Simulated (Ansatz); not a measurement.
Z-matrix (Å, degrees):
```
C
C 1 1.499
H 1 1.094 2 110.7
H 1 1.090 2 111.9 3 -120.9
H 1 1.094 2 110.7 3 118.2
Si 2 1.860 1 120.3 3 -58.9
C 2 1.326 1 122.7 3 121.1
H 6 1.488 2 110.3 1 59.3
H 6 1.488 2 110.3 1 -59.5
H 6 1.486 2 109.6 1 179.9
F 7 1.341 2 122.8 1 0.0
H 7 1.084 2 125.8 1 180.0
```

Total charge 0; spin multiplicity 1.

Q: List the PBE/def2-TZVPP orbital energies in eV (the Gaussian-basis code of Ansatz). (Best estimate.)

A: Ansatz gave: Occupied: -1779.51, -660.49, -271.13, -269.13, -269.09, -137.29, -94.02, -94.01, -94.01, -30.77, -19.82, -17.31, -14.58, -13.42, -12.60, -11.25, -11.25, -10.22, -9.77, -8.79, -8.44, -8.41, -7.94, -6.27. Lowest empty: -0.99, -0.15, 0.35, 0.80, 0.94, 1.09, 1.79, 2.25.
